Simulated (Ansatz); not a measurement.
Kohn–Sham single points on CH$_{7}$B$_{2}$ClSi, SMILES `CB([SiH3])BCl`.

```yaml
crystal:
  periodic: [false, false, false]
  atoms:
    - {symbol: C, position_ang: [-0.778014, -0.814560, 1.238205]}
    - {symbol: B, position_ang: [-0.271495, -0.104387, -0.055028]}
    - {symbol: Si, position_ang: [1.500278, 0.887703, 0.021337]}
    - {symbol: B, position_ang: [-1.041665, -0.054347, -1.512159]}
    - {symbol: Cl, position_ang: [-0.602420, -1.253573, -2.719512]}
    - {symbol: H, position_ang: [-1.415797, -0.051701, 1.716881]}
    - {symbol: H, position_ang: [-0.008690, -1.064902, 1.971489]}
    - {symbol: H, position_ang: [-1.422436, -1.678984, 1.064323]}
    - {symbol: H, position_ang: [1.696794, 1.910205, -1.041843]}
    - {symbol: H, position_ang: [2.564104, -0.147622, -0.135158]}
    - {symbol: H, position_ang: [1.689468, 1.544353, 1.346836]}
    - {symbol: H, position_ang: [-1.833326, 0.772816, -1.861271]}
basis:
  gaussian: {orbitals: def2-TZVPP}
hamiltonian: {xc: {name: B3LYP}, dispersion: d4}
output: {forces: true, orbitals: {seedname: orbitals}}
```

```sh
$ ansatz run in.yaml --threads 4 --pin off --events-out ev --progress --plain --max-ram 10444MiB
```

Output, abridged:

```
Functional definition: B3LYP
1535 factors; their error is unknown
mean field evaluation 1: about -22899.2848 eV, gradient 5.5e1 eV
mean field evaluation 2: about -22894.4892 eV, gradient 6.6e1 eV
mean field evaluation 4: about -22906.9419 eV, gradient 2.6e0 eV
mean field evaluation 8: about -22906.9575 eV, gradient 4.9e-2 eV
mean field evaluation 16: about -22906.9785 eV, gradient 2.1e-4 eV
mean field -22906.97852218 eV, -841.8159337824 hartree, gradient 8.5e-6 eV, S^2 0.000000; 0 other end points of the search recorded, 0 dependent functions left out
reference -22906.97884254 eV, -841.8159455554 hartree; 27, 27 occupied and 248, 248 virtual orbitals, 1535 factors
Total energy: -22907.41232760 eV, -841.8318758376 hartree
Atom 0 at    -0.778014    -0.814560     1.238205 Å, force    -0.050058    -0.014702     0.058873 eV/Å
Atom 1 at    -0.271495    -0.104387    -0.055028 Å, force    -0.006116     0.053120    -0.117976 eV/Å
Atom 2 at     1.500278     0.887703     0.021337 Å, force     0.108936     0.033668     0.020429 eV/Å
Atom 3 at    -1.041665    -0.054347    -1.512159 Å, force    -0.130250     0.207753     0.160797 eV/Å
Atom 4 at    -0.602420    -1.253573    -2.719512 Å, force     0.052645    -0.147452    -0.154750 eV/Å
Atom 5 at    -1.415797    -0.051701     1.716881 Å, force     0.017081    -0.040272     0.001821 eV/Å
Atom 6 at    -0.008690    -1.064902     1.971489 Å, force    -0.043943    -0.005527    -0.029259 eV/Å
Atom 7 at    -1.422436    -1.678984     1.064323 Å, force     0.036033     0.029234     0.024261 eV/Å
Atom 8 at     1.696794     1.910205    -1.041843 Å, force    -0.012555    -0.060879     0.064708 eV/Å
Atom 9 at     2.564104    -0.147622    -0.135158 Å, force    -0.053180     0.066407     0.008355 eV/Å
Atom 10 at     1.689468     1.544353     1.346836 Å, force    -0.007031    -0.033753    -0.080502 eV/Å
Atom 11 at    -1.833326     0.772816    -1.861271 Å, force     0.088438    -0.087597     0.043242 eV/Å
Dipole moment:    -0.158535     0.022015     0.287744 e Å
```

Run time 6.5 s (4 threads of an Arm Neoverse V1 on a shared host); peak host memory 0.86 GiB.

With the line `hamiltonian: {xc: r2scan, dispersion: d4}` (abridged; 6 s):

```
Functional definition: r2SCAN
mean field evaluation 16: about -22902.2493 eV, gradient 6.7e-4 eV
mean field -22902.24928995 eV, -841.6421377034 hartree, gradient 6.9e-5 eV, S^2 0.000000
Total energy: -22902.31864890 eV, -841.6446865980 hartree
Atom 0 force     0.017657    -0.027329     0.030260 eV/Å
Atom 1 force    -0.042262     0.003725    -0.098826 eV/Å
Atom 2 force     0.007571     0.030991    -0.010790 eV/Å
Atom 3 force    -0.015625     0.112894     0.149755 eV/Å
Atom 4 force     0.041519    -0.096535    -0.093860 eV/Å
Atom 5 force     0.009609    -0.020166    -0.001138 eV/Å
Atom 6 force    -0.022251     0.004678     0.008244 eV/Å
Atom 7 force    -0.000802     0.016797     0.013703 eV/Å
Atom 8 force     0.008539    -0.020083     0.020393 eV/Å
Atom 9 force    -0.017421     0.014987     0.003919 eV/Å
Atom 10 force     0.004102    -0.014283    -0.018639 eV/Å
Atom 11 force     0.009364    -0.005678    -0.003021 eV/Å
Dipole moment:    -0.148812     0.017216     0.303867 e Å
```

B3LYP takes the VWN-RPA correlation (the form of Gaussian; ORCA's B3LYP/G).
